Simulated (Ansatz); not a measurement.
System: HSO3, charge 0, doublet. HSO3 (SMILES O=[S](=O)O, doublet).
B3LYP-D3(BJ)/def2-TZVP minimum from Ansatz (an electronic-structure program):
```xyz
5

O      0.4342    -0.6993    -1.1852
S     -0.2804     0.0183     0.0913
O      0.2653    -0.5711     1.2992
O     -0.2259     1.4334    -0.1815
H      0.6974    -1.5966    -0.9218
```
Charge 0, spin multiplicity 2.

Wanted: atomisation energy (electronic, to ground-state atoms), in kcal/mol. Radicals and triplets start from unrestricted determinants; spin-orbit coupling is neglected. CBS(X,Y): correlation extrapolated as X^-3, Hartree-Fock from the larger set. A bracket is a step between two methods taken in the basis named. The functionals are non-relativistic, so their misses hold any scalar relativity. '+ core + X2C': CCSD(T) terms for core correlation (cc-pwCVTZ, 1s frozen past Ne) and scalar relativity (cc-pVTZ-DK). For partners of very few electrons the exact lower level stands in for a higher one.

CCSD(T)/CBS(cc-pV(T+d)Z,cc-pV(Q+d)Z) + [CCSDT(Q) - CCSD(T)]/cc-pV(D+d)Z + core + X2C (Ansatz) gives 396.8 kcal/mol.

Q: How far off this value is PBE/def2-TZVPD (Ansatz), in which direction, and which of these levels come nearer: r2SCAN/def2-TZVPD, PBE0/def2-TZVPD, wB97M-V/def2-TZVPD, CCSD(T)/CBS(cc-pV(T+d)Z,cc-pV(Q+d)Z) + core + X2C?

A: PBE gives 425.9 kcal/mol, 29.1 kcal/mol above it. Differences of the others: r2SCAN/def2-TZVPD (Ansatz) 8.9; PBE0/def2-TZVPD (Ansatz) -4.5; wB97M-V/def2-TZVPD (Ansatz) -1.9; CCSD(T)/CBS(cc-pV(T+d)Z,cc-pV(Q+d)Z) + core + X2C (Ansatz) -1.8 kcal/mol. Nearer than PBE: r2SCAN/def2-TZVPD, PBE0/def2-TZVPD, wB97M-V/def2-TZVPD, CCSD(T)/CBS(cc-pV(T+d)Z,cc-pV(Q+d)Z) + core + X2C.
